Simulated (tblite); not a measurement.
Compound: C4H3ClO3 (charge -1 and doublet state).
SMILES: `CC1=C(Cl)O[C]([O-])O1`

Method: GFN2-xTB as coded in tblite; computed harmonic values from a numerical Hessian at the method's own geometry, unscaled. This tight-binding method is rough: wavenumbers can miss measured ones by several per cent, in bad cases by 10 to 20. Open shells enter through the occupations alone, without spin polarisation, and single modes of such species can be off by tens of per cent.

Harmonic wavenumbers (cm⁻¹): 75.0, 105.6, 114.6, 180.3, 225.0, 274.7, 362.6, 525.0, 570.8, 613.1, 727.1, 731.3, 887.2, 966.6, 992.0, 1006.2, 1043.7, 1148.6, 1187.7, 1384.4, 1466.4, 1477.5, 1543.6, 1778.5, 2933.7, 2988.2, 3055.7.

A = 2685, B = 1283, C = 915.6 MHz; mass 133.977 u (most abundant isotopes); point group C1, symmetry number 1; spin multiplicity 2.

Task: What is the zero-point energy?

Result: ½Σν̃ = 14183 cm⁻¹ = 169.66 kJ/mol.

Task: Entropy at 273.15 K, 1 bar (ideal gas, RRHO, classical rotation)?

Result: Translation 168.12, rotation 120.29, vibration 77.40, spin (R ln 2) 5.76: S = 371.6 J/(mol K).

Task: And Cp and H(273.15 K) − H(0)?

Result: Cp = 112.67 J/(mol K), of which vibrations give 79.41 (their classical limit is 27 R = 224.5); H(273.15 K) − H(0) = 20.50 kJ/mol without the zero-point energy, 11.42 from vibrations.

Task: How do the functions run with temperature in this model?

Result: 
| T (K) | S (J/(mol K)) | Cp (J/(mol K)) | H − H(0) (kJ/mol) | G − H(0) (kJ/mol) | ln q(vib) |
| --- | --- | --- | --- | --- | --- |
| 50 | 244.5 | 48.7 | 1.91 | -10.31 | 0.22 |
| 100 | 284.4 | 67.3 | 4.85 | -23.60 | 1.02 |
| 298.15 | 381.7 | 118.9 | 23.40 | -90.41 | 4.74 |
| 373.15 | 410.3 | 136.6 | 32.99 | -120.13 | 6.09 |
| 500 | 453.9 | 161.3 | 51.95 | -175.00 | 8.30 |
| 750 | 526.0 | 193.7 | 96.71 | -297.83 | 12.34 |
| 1000 | 584.6 | 212.9 | 147.72 | -436.90 | 15.97 |

q(vib) and H(0) count from the zero-point level.

Task: Which modes carry the vibrational entropy at 273.15 K?

Result: 75.0 cm⁻¹: 16.09; 105.6 cm⁻¹: 13.30; 114.6 cm⁻¹: 12.64; 180.3 cm⁻¹: 9.05; 225.0 cm⁻¹: 7.37; 274.7 cm⁻¹: 5.93 J/(mol K); the other 21 give 13.02 together.

Task: Blend soft modes into free rotors: weight 1/[1 + (100 cm⁻¹/ν̃)⁴] for the oscillator and the rest for a rotor with moment μB/(μ + B), μ = h/(8π²ν), B = 10⁻⁴⁴ kg m². What vibrational entropy results?

Result: 73.51 J/(mol K) in place of 77.40, which changes −T·S at 273.15 K by +1.06 kJ/mol.

Hindered rotation and anharmonicity are outside this model. The structure is chiral; the term R ln 2 for an equal mix with its mirror image is left out.
